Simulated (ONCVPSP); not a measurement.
## Configuration tests for B (Z = 5) (ONCV)

boron (B), optimised norm-conserving Vanderbilt (ONCV), made with ONCVPSP 4.0.1 (LDA (Perdew-Wang 92), scalar-relativistic). Core [He], reference 2s1 2p2. Waves: 2s: rc 1.35 bohr, ncon 4, nbas 9, qcut 5 1/bohr, 2 projectors, debl 0.6 Ha; 2p: rc 2.65 bohr, ncon 3, nbas 6, qcut 4.2 1/bohr, 2 projectors, debl 1.7 Ha; d scattering state at 0.23 Ha: rc 2.55 bohr, ncon 5, nbas 9, qcut 3.6 1/bohr, 2 projectors, debl 0.4 Ha. Local part: polynomial inside 1.25 bohr (lpopt 4, dvloc0 4 Ha). Core correction: Teter function, fcfact 4, rcfact 1.2.

Energies are relative to the spin-unpolarised reference configuration 2s1 2p2; without spin polarisation the order of configurations can differ from experiment.

```csv
valence configuration,charge,ΔE all-electron (eV),error AE − PS (meV)
2s2 2p1,0,-5.685,-11
2s2 2p0,+1,2.636,+144
```

Task: What are ΔE and the potential's error for 2s2 2p0.5?

Result: ΔE = -2.745 eV all-electron; the error (AE − PS) is +29 meV.

Task: What are ΔE and the potential's error for 2s1 2p0?

Result: ΔE = 27.934 eV all-electron; the error (AE − PS) is +479 meV.

Levels in the configuration 2s1 2p0:

```tsv
level	all-electron (eV)	pseudo (eV)
2s	-31.333	-30.901
```
